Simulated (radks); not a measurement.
Dipole-allowed excitations along the series with 10 electrons in [Ne]. Calculated with a radial shooting solver on a logarithmic mesh with Libxc functionals: non-relativistic Kohn-Sham, LDA (Slater exchange, VWN5 correlation), spin-polarised, spherical densities, point nucleus. Time-dependent linear response with the Hartree and adiabatic LDA kernel, continuum included through the Sternheimer equations. Lines are the poles of the dipole polarisability below minus the highest occupied eigenvalue, found on a grid refined at the orbital gaps; the lowest seven at most are given, and weak or close lines can be missed. The first line takes the name of the lowest orbital gap if no other gap lies below it; otherwise a line is named after a gap within 0.6 % of it, if that gap stands alone.

species  -e(HOMO) (eV)  lowest orbital gap (eV)  first line (eV)      f  strongest line (eV)  its f  static alpha (bohr^3)
S6+             257.93             2p-3s 164.19   164.73 (2p-3s)  0.202  197.46 (unassigned)   1.38                0.07517
Cl7+            322.91             2p-3s 202.44   203.07 (2p-3s)  0.200  241.26 (unassigned)   1.60                0.05295
Ar8+            394.74             2p-3s 244.47   245.19 (2p-3s)  0.198  288.83 (unassigned)   1.79                0.03846
K9+             473.41             2p-3s 290.29   291.09 (2p-3s)  0.196  340.18 (unassigned)   1.96                0.02865
Ca10+           558.90             2p-3s 339.89   340.78 (2p-3s)  0.194  395.31 (unassigned)   2.10                0.02181
Sc11+           651.22             2p-3s 393.27   394.25 (2p-3s)  0.192  454.21 (unassigned)   2.23                0.01690
